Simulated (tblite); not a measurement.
Parent: `[F:1][Si@@H:2]1[CH2:3][CH2:4][C:5](=[S:6])[CH2:7]1` with F1–Si2–C3–C4 -103°, Si2–C3–C4–C5 -30°, C3–C4–C5–S6 -134°, C4–C5–C7–Si2 -33°, C4H7FSSi.

Structures optimised with GFN2-xTB, isolated species. One conformer each, not checked by frequencies here.

```tsv
coordinate of the parent	value
F1–Si2	1.618 Å
Si2–C3	1.903 Å
C3–C4	1.540 Å
C4–C5	1.497 Å
C5=S6	1.621 Å
C5–C7	1.489 Å
Si2–C7	1.906 Å
F1–Si2–C3	111.0°
F1–Si2–C7	109.8°
C3–Si2–C7	93.8°
Si2–C3–C4	105.4°
C3–C4–C5	108.9°
C4–C5–S6	123.5°
C4–C5–C7	112.9°
S6–C5–C7	123.6°
Si2–C7–C5	104.4°
```

How does the shared frame change in `[CH3:1][CH2:2][C@@H:3]1[CH2:4][Si@@H:5]([F:6])[CH2:7][C:8]1=[S:9]` with C1–C2–C3–C4 179°, C2–C3–C4–Si5 -85°, C3–C4–Si5–F6 -131°, C4–Si5–C7–C8 -6°, Si5–C7–C8–S9 -147°, C6H11FSSi? Atoms pair as F1 = F6, Si2 = Si5, C3 = C4, C4 = C3, C5 = C8, S6 = S9, C7 = C7 (parent first).

| parent | relative | value in the relative | change |
| --- | --- | --- | --- |
| F1–Si2 | F6–Si5 | 1.615 Å | -0.003 |
| Si2–C3 | Si5–C4 | 1.900 Å | -0.003 |
| C3–C4 | C4–C3 | 1.539 Å | -0.001 |
| C4–C5 | C3–C8 | 1.501 Å | +0.004 |
| C5=S6 | C8=S9 | 1.622 Å | +0.001 |
| C5–C7 | C8–C7 | 1.492 Å | +0.003 |
| Si2–C7 | Si5–C7 | 1.905 Å | -0.001 |
| F1–Si2–C3 | F6–Si5–C4 | 110.9° | -0.1 |
| F1–Si2–C7 | F6–Si5–C7 | 110.8° | +1.0 |
| C3–Si2–C7 | C4–Si5–C7 | 93.5° | -0.3 |
| Si2–C3–C4 | Si5–C4–C3 | 105.2° | -0.2 |
| C3–C4–C5 | C4–C3–C8 | 107.0° | -1.9 |
| C4–C5–S6 | C3–C8–S9 | 123.1° | -0.4 |
| C4–C5–C7 | C3–C8–C7 | 113.7° | +0.8 |
| S6–C5–C7 | S9–C8–C7 | 123.2° | -0.4 |
| Si2–C7–C5 | Si5–C7–C8 | 104.5° | +0.1 |

Of the parent's bonds, F1–Si2, Si2–C3, C4–C5 and C5–C7 change most and about equally (-0.003 to +0.004 Å). Bonds of the relative outside the shared frame: C1–C2 1.523, C2–C3 1.538 Å. Point group C1 → C1.

How does the shared frame change in `[CH3:1][C@@H:2]1[CH2:3][Si@@H:4]([F:5])[CH2:6][C:7]1=[S:8]` with C1–C2–C3–Si4 -86°, C2–C3–Si4–F5 -130°, C3–Si4–C6–C7 -5°, Si4–C6–C7–S8 -152°, C5H9FSSi? Atoms pair as F1 = F5, Si2 = Si4, C3 = C3, C4 = C2, C5 = C7, S6 = S8, C7 = C6 (parent first).

| parent | relative | value in the relative | change |
| --- | --- | --- | --- |
| F1–Si2 | F5–Si4 | 1.615 Å | -0.003 |
| Si2–C3 | Si4–C3 | 1.899 Å | -0.004 |
| C3–C4 | C3–C2 | 1.538 Å | -0.002 |
| C4–C5 | C2–C7 | 1.502 Å | +0.005 |
| C5=S6 | C7=S8 | 1.621 Å | 0.000 |
| C5–C7 | C7–C6 | 1.493 Å | +0.004 |
| Si2–C7 | Si4–C6 | 1.904 Å | -0.002 |
| F1–Si2–C3 | F5–Si4–C3 | 111.0° | 0.0 |
| F1–Si2–C7 | F5–Si4–C6 | 110.5° | +0.7 |
| C3–Si2–C7 | C3–Si4–C6 | 93.7° | -0.1 |
| Si2–C3–C4 | Si4–C3–C2 | 105.4° | 0.0 |
| C3–C4–C5 | C3–C2–C7 | 108.1° | -0.8 |
| C4–C5–S6 | C2–C7–S8 | 122.8° | -0.7 |
| C4–C5–C7 | C2–C7–C6 | 113.9° | +1.0 |
| S6–C5–C7 | S8–C7–C6 | 123.3° | -0.3 |
| Si2–C7–C5 | Si4–C6–C7 | 105.0° | +0.6 |

Of the parent's bonds, Si2–C3, C4–C5 and C5–C7 change most and about equally (-0.004 to +0.005 Å). Bonds of the relative outside the shared frame: C1–C2 1.533 Å. Point group C1 → C1.

How does the shared frame change in `[CH3:1][S:2][C@@H:3]1[CH2:4][Si@@H:5]([F:6])[CH2:7][C:8]1=[S:9]` with C1–S2–C3–C4 -165°, S2–C3–C4–Si5 -79°, C3–C4–Si5–F6 -133°, C4–Si5–C7–C8 2°, Si5–C7–C8–S9 -163°, C5H9FS2Si? Atoms pair as F1 = F6, Si2 = Si5, C3 = C4, C4 = C3, C5 = C8, S6 = S9, C7 = C7 (parent first).

| parent | relative | value in the relative | change |
| --- | --- | --- | --- |
| F1–Si2 | F6–Si5 | 1.616 Å | -0.002 |
| Si2–C3 | Si5–C4 | 1.900 Å | -0.003 |
| C3–C4 | C4–C3 | 1.524 Å | -0.016 |
| C4–C5 | C3–C8 | 1.486 Å | -0.011 |
| C5=S6 | C8=S9 | 1.629 Å | +0.008 |
| C5–C7 | C8–C7 | 1.496 Å | +0.007 |
| Si2–C7 | Si5–C7 | 1.902 Å | -0.004 |
| F1–Si2–C3 | F6–Si5–C4 | 110.0° | -1.0 |
| F1–Si2–C7 | F6–Si5–C7 | 110.2° | +0.4 |
| C3–Si2–C7 | C4–Si5–C7 | 93.8° | 0.0 |
| Si2–C3–C4 | Si5–C4–C3 | 104.2° | -1.2 |
| C3–C4–C5 | C4–C3–C8 | 110.6° | +1.7 |
| C4–C5–S6 | C3–C8–S9 | 122.3° | -1.2 |
| C4–C5–C7 | C3–C8–C7 | 114.2° | +1.3 |
| S6–C5–C7 | S9–C8–C7 | 123.5° | -0.1 |
| Si2–C7–C5 | Si5–C7–C8 | 105.7° | +1.3 |

Of the parent's bonds, C3–C4 changes most (-0.016 Å). Bonds of the relative outside the shared frame: C1–S2 1.810, S2–C3 1.855 Å. Point group C1 → C1.

The numbers are calculated, not measured.
